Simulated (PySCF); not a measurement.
From one molecule to another.

First species: C6H7FN2Si.
Numbering: `[CH2:1]=[N:2][SiH2:3][c:4]1[cH:5][c:6]([F:7])[cH:8][cH:9][n:10]1` (hydrogens: H11, H12 on C1; H13, H14 on Si3; H15 on C5; H16 on C8; H17 on C9)

Second species: C6H7Cl3Si.
InChI=1S/C6H7Cl3Si/c1-5(3-4-10-2)6(7,8)9/h1,10H2,2H3

Levels: PBE0/pcSseg-1 for dipole moment, HOMO energy, LUMO energy and HOMO–LUMO gap; GFN2-xTB for rotational constant A and rotational constant C. Geometries: GFN2-xTB. Each structure is a single optimised conformer of the isolated species, non-relativistic unless stated; the electronic structure was computed with PySCF and density fitting.

The conformers computed, where there is a choice (atom-mapped SMILES and torsion angles):
- `[CH2:1]=[N:2][SiH2:3][c:4]1[cH:5][c:6]([F:7])[cH:8][cH:9][n:10]1`: C1–N2–Si3–C4 -121°, N2–Si3–C4–C5 -40°
- `[CH2:1]=[C:2]([C:3]#[C:4][SiH2:5][CH3:6])[C:7]([Cl:8])([Cl:9])[Cl:10]`: C1–C2–C7–Cl8 0°

Values for the first species:

| Property | Result |
| --- | --- |
| Dipole moment | 1.34 D |
| HOMO energy | -7.11 eV |
| LUMO energy | -1.18 eV |
| HOMO–LUMO gap | 5.93 eV |
| Rotational constant A | 2.112 GHz |
| Rotational constant C | 0.556 GHz |

(1) Estimate the same properties for the second species, and the change in each.

Results:

(1) 
| property | first | second | second less first |
| --- | --- | --- | --- |
| dipole moment | 1.34 D | 1.52 D | +0.18 D |
| HOMO energy | -7.11 eV | -7.56 eV | -0.45 eV |
| LUMO energy | -1.18 eV | -1.70 eV | -0.52 eV |
| HOMO–LUMO gap | 5.93 eV | 5.86 eV | -0.07 eV |
| rotational constant A | 2.112 GHz | 1.282 GHz | -0.830 GHz |
| rotational constant C | 0.556 GHz | 0.351 GHz | -0.205 GHz |

On the first: The dipole matches unit charges of opposite sign 0.28 Å apart (1 e·Å = 4.8032 D).

On the second: The dipole equals about 5.1 × 10⁻³⁰ C·m (1 D = 3.33564 × 10⁻³⁰ C·m). A dipole of 1.52 D is allowed in Cs, and pure rotational transitions are dipole-allowed.
